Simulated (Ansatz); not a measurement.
Task: Name a neutral molecule of Al, C and H with HOMO energy (PBE0/def2-TZVPP) between -5.75 and -5.45 eV and HOMO energy (PBE/def2-TZVPP) between -4.60 and -4.30 eV (Ansatz, PBE0-D4/def2-TZVP geometry).

Result: `C[CH]1[CH2][Al]1[CH3]` (-5.48 eV, -4.40 eV); `[CH3][Al]1[CH2][CH2]1` (-5.60 eV, -4.49 eV). Other molecules can fit too; these were computed, each in one conformer that needn't be the lowest.
